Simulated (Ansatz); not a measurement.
Basis-set series for `CO[Si](Cl)(Cl)OC`. The species carries charge 0 and has multiplicity 1. All single points use the PBE0-D4/def2-TZVP geometry. It is one conformer, not always the lowest.

```json
{"functional": "PBE0-D4", "basis": "def2-SVP", "functions": "140", "energy (Eh)": "-1439.11821", "HOMO (eV)": "-8.66", "LUMO (eV)": "1.32"}
{"functional": "PBE0-D4", "basis": "def2-QZVPP", "functions": "618", "energy (Eh)": "-1439.87177", "HOMO (eV)": "-8.81", "LUMO (eV)": "0.43"}
{"functional": "ωB97M-V", "basis": "def2-SVP", "functions": "140", "energy (Eh)": "-1439.64089", "HOMO (eV)": "-10.97", "LUMO (eV)": "3.32"}
{"functional": "ωB97M-V", "basis": "def2-QZVPP", "functions": "618", "energy (Eh)": "-1440.39632", "HOMO (eV)": "-11.17", "LUMO (eV)": "1.71"}
```

Problem. Give the rows for def2-TZVPP. (Estimate.)

Solution. The calculation gave: 
| functional | basis | functions | energy (Eh) | HOMO (eV) | LUMO (eV) |
| --- | --- | --- | --- | --- | --- |
| PBE0-D4 | def2-TZVPP | 334 | -1439.82127 | -8.77 | 0.81 |
| ωB97M-V | def2-TZVPP | 334 | -1440.34833 | -11.12 | 2.62 |

Positive LUMOs are unbound and depend on the basis.

Results of the Gaussian-basis code of Ansatz.
